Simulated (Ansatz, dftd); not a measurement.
System: MgF, charge 0, doublet. MgF (SMILES [F][Mg], doublet).
B3LYP-D3(BJ)/def2-TZVP minimum from Ansatz (a first-principles code):
```
Mg
F 1 1.7703
```
Charge 0, spin multiplicity 2.

Property: atomisation energy (electronic, to ground-state atoms), in kJ/mol. UHF or UKS for unpaired electrons; spin-orbit terms are left out. Cores are frozen in correlated methods. No relativity. CBS(X,Y): correlation extrapolated as X^-3, Hartree-Fock from the larger set. A bracket is a step between two methods taken in the basis named. Where a partner has so few electrons that a lower coupled-cluster level is exact, that level stands in. The spin of FMg ([F][Mg], doublet) was assumed, and the state is the lowest solution found for it.

| level | program | atomisation energy (kJ/mol) | difference against the last row |
|---|---|---|---|
| HF/def2-TZVPP | Ansatz | 325.0 | -126.1 |
| B3LYP-D4/def2-TZVPD | Ansatz + dftd4 | 432.3 | -18.8 |
| r2SCANh/def2-TZVPD | Ansatz | 449.9 | -1.2 |
| MP2/CBS(def2-TZVPP,def2-QZVPP) | Ansatz | 499.6 | 48.5 |
| CCSDT(Q)/def2-SVP | Ansatz | 405.1 | -46.0 |
| CCSD(T)/CBS(def2-TZVPP,def2-QZVPP) + [CCSDT(Q) - CCSD(T)]/def2-SVP | Ansatz | 452.6 | 1.5 |
| CCSD(T)/CBS(def2-TZVPP,def2-QZVPP) + [CCSDT(Q) - CCSD(T)]/def2-QZVPP + [CCSDTQ - CCSDT(Q)]/def2-SVP | Ansatz | 451.1 | 0.0 |
